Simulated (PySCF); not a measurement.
## Spinor energies of Zn³⁺ (zinc, charge +3)

Start: [Ar] 3d9; 3d3/2 filled at m_j = -3/2, -1/2, +1/2, +3/2; 3d5/2 filled at m_j = -3/2, -1/2, +1/2, +3/2, +5/2. Calculated with PySCF 2.14 in x2c-QZVPPall-2c (11s9p6d4f2g, 114 functions): generalised Hartree-Fock with the X2C-1e Hamiltonian and a Gaussian nucleus; one run each with spin-orbit coupling (SO) switched off, then screened by Boettger's factors.

| spinor shell | electrons | ε, spin-free (eV) | ε, screened SO (eV) | weight of nominal j (screened SO) | rms radius, screened SO (bohr) |
| --- | --- | --- | --- | --- | --- |
| 1s1/2 | 2 | -9772.8 | -9772.7 | 1.000 | 0.0580 |
| 2s1/2 | 2 | -1276.6 | -1276.5 | 1.000 | 0.244 |
| 2p1/2 | 2 | -1108.0 | -1124.7 | 0.999 | 0.217 |
| 2p3/2 | 4 | -1108.0 | -1099.8 | 1.000 | 0.220 |
| 3s1/2 | 2 | -199.67 | -199.65 | 1.000 | 0.727 |
| 3p1/2 | 2 | -147.12 | -150.56 | 0.953 | 0.760 |
| 3p3/2 | 4 | -147.12 | -145.42 | 0.976 | 0.769 |
| 3d3/2 | 4 | -62.826 | -63.545 | 0.833 | 0.904 |
| 3d5/2 | 5 | -62.826 | -62.263 | 0.866 | 0.914 |

| quantity | spin-free | screened SO |
| --- | --- | --- |
| E (hartree) | -1792.01864 | -1792.07634 |
| M_J | 5/2 | 5/2 |
| ⟨J²⟩ | 8.753 | 8.753 |
| ⟨L²⟩ | 6.003 | 6.004 |
| ⟨S²⟩ | 0.751 | 0.752 |

Each row is a mean over spinors that exchange with the open shell spreads, by up to 8.061 eV (3p3/2).

Rows whose weight is well below 1 are mixtures of j = l ± 1/2: exchange outweighs spin-orbit coupling there, and the label is only the starting occupation.

Without spin-orbit coupling the j labels of p, d and f shells carry no meaning; the spin-free column gives the mean over the occupied spinors of each nl shell.
